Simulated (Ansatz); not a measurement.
`[SiH3][GeH][Cl]`, charge 0, multiplicity 2.

(1) Give a relaxed structure at PBE0-D4/def2-TZVP (the Gaussian-basis code of Ansatz). (An estimate is asked.)

## Answers

(1) Computed: 
Z-matrix (Å, degrees):
```
Si
Ge 1 2.391
H 1 1.486 2 107.8
H 1 1.483 2 107.7 3 118.7
H 1 1.487 2 111.3 3 -120.6
Cl 2 2.169 1 107.4 3 179.6
H 2 1.550 1 116.1 3 62.6
```
